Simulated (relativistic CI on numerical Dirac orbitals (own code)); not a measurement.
## Sensitivity of the levels of Pd¹⁸⁺ to α and to the nuclear radius

Method of calculation: Dirac-Coulomb-Breit CI, KLI orbitals optimised for each configuration, derivatives by finite differences, unscaled Slater integrals, QED left out (own radial code, finite nucleus).

CI space (outside the closed core [Ne] 3s2): 3p6.3d10, 3p6.3d9.4s, 3p6.3d9.4p, 3p6.3d9.4d, 3p6.3d8.4s2, 3p6.3d9.4f, 3p5.3d10.4s, 3p6.3d8.4s.4p. Levels of other configurations are missing.

With x = (α/α₀)² − 1 an excitation energy changes as ω = ω₀ + qx; K = 2q/ω₀ is the relative enhancement. Terms are leading LS components, so labels can repeat. The field-shift factor is F = δν/δ⟨r²⟩ for the transition from the lowest level.

Lowest level 3p6.3d10 1S_0.

```tsv
Level	ω₀ (cm⁻¹)	q (cm⁻¹)	K	F (GHz/fm²)
3p6.3d9.4s 3D_3	2560460	-135900	-0.106	85.3
3p6.3d9.4s 3D_2	2566849	-134800	-0.105	85.1
3p6.3d9.4s 3D_1	2605589	-91070	-0.0699	85.7
3p6.3d9.4s 1D_2	2610975	-91640	-0.0702	85.4
3p6.3d9.4p 3P°_2	2858854	-115100	-0.0805	11.3
3p6.3d9.4p 3F°_3	2867468	-118500	-0.0827	11.2
3p6.3d9.4p 3F°_2	2907441	-73250	-0.0504	11.4
3p6.3d9.4p 3P°_1	2911372	-62830	-0.0432	11.1
3p6.3d9.4p 3F°_4	2920364	-55080	-0.0377	10
3p6.3d9.4p 1D°_2	2931321	-59180	-0.0404	10.3
3p6.3d9.4p 1P°_1	2936058	-60610	-0.0413	10.7
3p6.3d9.4p 3D°_3	2938784	-54960	-0.0374	10
3p6.3d9.4p 3P°_0	2951056	-9748	-0.00661	10.6
```

At this charge energies of transitions that change n are usually good to better than 1 %, and those within a shell (Δn = 0) to a few per cent.
